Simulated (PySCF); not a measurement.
## [Hg2Cl]+, triplet: structure and spectrum

Level of theory: UPBE0/[Cl def2-SVP, Hg def2-SVP with ECP60], scalar-relativistic core potentials, density fitting, no spin–orbit coupling, PySCF.

The structure is a minimum.

* Point group: C2v
* Bond lengths: Cl–Hg 2.619 Å (×2)
* Bond angles: Hg–Cl–Hg 114.9°
* Lowest empty level (β): -10.03 eV
* Entropy at 298.15 K and 1 bar (electronic part: spin only): 358.4 J/(mol K)
* Heat capacity Cp at 298.15 K: 57.0 J/(mol K)
* Principal polarisabilities: 46.8, 59.7, 123.9 bohr³
* Dipole moment about the centre of mass: 1.15 D
* Enthalpy at 298.15 K above 0 K: 15.17 kJ/mol
* Rotational symmetry number: 2
* Principal quadrupole moments (Buckingham, traceless) about the centre of mass: -14.88, -14.58, 29.46 D Å
* Rotational constants: 0.2636, 0.008567, 0.008298 cm⁻¹
* Spin squared ⟨S²⟩: 2.006
* Zero-point energy: 2.6 kJ/mol
* Highest occupied level (α): -12.09 eV

Harmonic modes (masses in u: Cl 34.969, Hg 201.971):
```csv
symmetry,ω (cm⁻¹),IR (km/mol)
a1,35,0.0
a1,172,1.8
b2,222,46.3
```

In C2v the vibrations span 2a1 + b2. Here b1 is antisymmetric to the molecular plane and b2 lies in it.

Charges (e):
```csv
atom,Mulliken,Löwdin,polar tensor,spin (Mulliken),Mayer order to Cl1
Cl1,-0.16,0.13,-0.46,0.54,–
"Hg2,3",0.58,0.43,0.73,0.73,0.61
```

Mulliken populations on Cl1: s 5.97, p 11.18, d 0.01.

Outer orbital energies (eV). α occupied: -18.13, -18.12, -18.12, -15.71, -15.10, -14.02, -12.65, -12.09; empty: -5.27, -4.84, -4.75, -4.47. β occupied: -17.94, -17.94, -17.93, -17.93, -17.89, -14.82, -14.18, -13.74; empty: -10.03, -9.41, -4.75, -4.31.

Other isomers or separated fragments may lie lower. Spin–orbit coupling, left out here, can matter for elements this heavy.

The final relaxation and frequency run took about 60 core-seconds on a shared host.
